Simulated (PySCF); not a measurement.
# Calculated properties of `C(Sc1cocc1)#N`

Compound: C₅H₃NOS.
Atom-mapped SMILES: `[N:1]#[C:2][S:3][c:4]1[cH:5][cH:6][o:7][cH:8]1` (hydrogens: H9 on C5; H10 on C6; H11 on C8)

Among its groups: cyano group on a heteroatom and aromatic ring with oxygen.

**PBE0-D3(BJ)/def2-SVP geometry optimisation, gas phase (PySCF)**

```yaml
Rotational_constants_A_B_C: 4.425, 1.184, 0.935 GHz
```

B3LYP/def2-SVPD ground state, ΔSCF and vertical TDDFT (core frozen in the response) (PySCF):

```yaml
Dipole_moment: 4.07 D
HOMO_energy: -6.84 eV
LUMO_energy: -1.15 eV
HOMO–LUMO_gap: 5.69 eV
Lowest_singlet_excitation: 4.53 eV (274 nm, f = 0.000)
Lowest_triplet_excitation_Tamm–Dancoff: 3.90 eV
Static_isotropic_polarisability: 82.0 au
Vertical_ionisation_energy: 8.89 eV
Electronic_spatial_extent_⟨r²⟩_about_the_centre_of_nuclear_charge: 1132 bohr²
```

Monoisotopic mass from the formula: 124.9935 u.

S1 lies 1.16 eV below the HOMO–LUMO gap; its leading configuration is HOMO→LUMO, weight 0.94. The vertical singlet–triplet gap S1 − T1 is 0.63 eV (TDDFT singlet less Tamm–Dancoff triplet; S1: HOMO→LUMO, weight 0.94; T1: HOMO→LUMO+1, weight 0.83). The largest Löwdin shares of the HOMO are 0.24 on C8, 0.24 on S3, 0.17 on C4 and 0.13 on C6. The largest Löwdin shares of the LUMO are 0.34 on S3, 0.24 on N1, 0.23 on C2 and 0.12 on C4. With B = h/(8π²I), that is 505.379 GHz u Å² over I, the principal moments of inertia are 114.2, 426.8 and 540.5 u Å² (most abundant isotopes); the inertial defect Ic − Ia − Ib is -0.5 u Å² (zero for a rigid planar frame, negative otherwise). No computed singlet falls in the visible range (750 to 380 nm, 1.65 to 3.26 eV); S1 lies 1.27 eV above its blue end.

Conformer computed: `[N:1]#[C:2][S:3][c:4]1[cH:5][cH:6][o:7][cH:8]1`: C2–S3–C4–C5 -175°.

One conformer stands for the species.
